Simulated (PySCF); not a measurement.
H2OSSe, SMILES O[Se]S.

Geometry optimised at PBE-D3(BJ)/def2-TZVP. The values are those of a single conformer.

Method: TDA-B3LYP/def2-SVPD (PySCF).

Vertical excitations. Gas-phase values at a fixed geometry.

```json
[
 {"state": "S1", "energy (eV)": "4.11", "λ (nm)": "302", "f": "0.003", "main pairs": "HOMO→LUMO+1 93 %"},
 {"state": "S2", "energy (eV)": "4.13", "λ (nm)": "300", "f": "0.002", "main pairs": "HOMO→LUMO 93 %"},
 {"state": "S3", "energy (eV)": "5.04", "λ (nm)": "246", "f": "0.005", "main pairs": "HOMO−1→LUMO 67 %, HOMO−1→LUMO+1 30 %"},
 {"state": "S4", "energy (eV)": "5.40", "λ (nm)": "230", "f": "0.013", "main pairs": "HOMO−1→LUMO+1 56 %, HOMO−1→LUMO 23 %, HOMO−2→LUMO 9 %, HOMO−2→LUMO+1 9 %"},
 {"state": "S5", "energy (eV)": "5.53", "λ (nm)": "224", "f": "0.011", "main pairs": "HOMO→LUMO+2 95 %"},
 {"state": "S6", "energy (eV)": "5.79", "λ (nm)": "214", "f": "0.018", "main pairs": "HOMO−2→LUMO 57 %, HOMO−2→LUMO+1 37 %"},
 {"state": "S7", "energy (eV)": "6.31", "λ (nm)": "196", "f": "0.021", "main pairs": "HOMO−1→LUMO+2 89 %"},
 {"state": "S8", "energy (eV)": "6.39", "λ (nm)": "194", "f": "0.032", "main pairs": "HOMO→LUMO+3 88 %"},
 {"state": "S9", "energy (eV)": "6.80", "λ (nm)": "182", "f": "0.238", "main pairs": "HOMO−2→LUMO+1 36 %, HOMO−2→LUMO 17 %, HOMO→LUMO+4 14 %, HOMO−1→LUMO+1 7 %"},
 {"state": "S10", "energy (eV)": "6.98", "λ (nm)": "178", "f": "0.051", "main pairs": "HOMO→LUMO+4 85 %"},
 {"state": "T1", "energy (eV)": "3.24", "λ (nm)": "383", "f": "0", "main pairs": "HOMO→LUMO 89 %"},
 {"state": "T2", "energy (eV)": "3.50", "λ (nm)": "354", "f": "0", "main pairs": "HOMO→LUMO+1 89 %"},
 {"state": "T3", "energy (eV)": "4.34", "λ (nm)": "286", "f": "0", "main pairs": "HOMO−1→LUMO 84 %, HOMO−1→LUMO+1 13 %"},
 {"state": "T4", "energy (eV)": "4.79", "λ (nm)": "259", "f": "0", "main pairs": "HOMO−1→LUMO+1 82 %, HOMO−1→LUMO 13 %"}
]
```
Triplets are in the Tamm–Dancoff approximation.
